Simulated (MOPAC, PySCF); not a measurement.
H3In, SMILES `[InH3]`, neutral singlet in the gas phase. 

Cartesian coordinates (Å):
```xyz
4

In     0.0000     0.0000    -0.0001
H     -1.4280    -0.9873    -0.0309
H     -0.1413     1.7305     0.0247
H      1.5693    -0.7431     0.0063
```
Charge 0, spin multiplicity 1.

All levels are single points at this geometry (PBE-D3(BJ)/def2-TZVP); Pople sets use spherical d functions. Orbital energies aren't observables, and empty levels follow the basis.

HF/6-31G* (LANL2DZ on In) in PySCF gives gap (eV) = 11.64.

### Question
Estimate the gap (eV) from each of these levels: PBE-D3(BJ)/def2-TZVP in PySCF; B3LYP/6-311+G** (LANL2DZ on In) in PySCF; B3LYP/LANL2DZ in PySCF; M06-2X/6-31G* (LANL2DZ on In) in PySCF; PBE/6-31G* (LANL2DZ on In) in PySCF; AM1 in MOPAC; PM3 in MOPAC; PM6 in MOPAC.

### Answer

| level | gap (eV) |
|---|---|
| PBE-D3(BJ)/def2-TZVP in PySCF | 4.34 |
| B3LYP/6-311+G** (LANL2DZ on In) in PySCF | 6.02 |
| B3LYP/LANL2DZ in PySCF | 6.05 |
| M06-2X/6-31G* (LANL2DZ on In) in PySCF | 7.94 |
| PBE/6-31G* (LANL2DZ on In) in PySCF | 4.53 |
| AM1 in MOPAC | 8.77 |
| PM3 in MOPAC | 8.79 |
| PM6 in MOPAC | 14.06 |
